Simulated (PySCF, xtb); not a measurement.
B(F)(GeH3)(OH) (BFGeH₄O), SMILES [GeH3][B](O)F. The values are those of a single conformer.

Harmonic wavenumbers (cm⁻¹) from GFN2-xTB in xtb 6.7.1 at its own minimum, in rising order: 43, 166, 276, 295, 467, 525, 535, 684, 821, 893, 902, 934, 1160, 1309, 2032, 2091, 2116, 3545.

Q: What does PBE-D3(BJ)/def2-SVP (PySCF 2.14.0) give at its own minimum? (The exact figures need the calculation; the answer reports its results.)

A: 32, 184, 292, 321, 496, 553, 561, 642, 782, 857, 860, 966, 1228, 1385, 2072, 2077, 2094, 3662. Paired by order, the mean absolute difference is 38 cm⁻¹ and the zero-point energies are 26.9 and 27.3 kcal/mol.
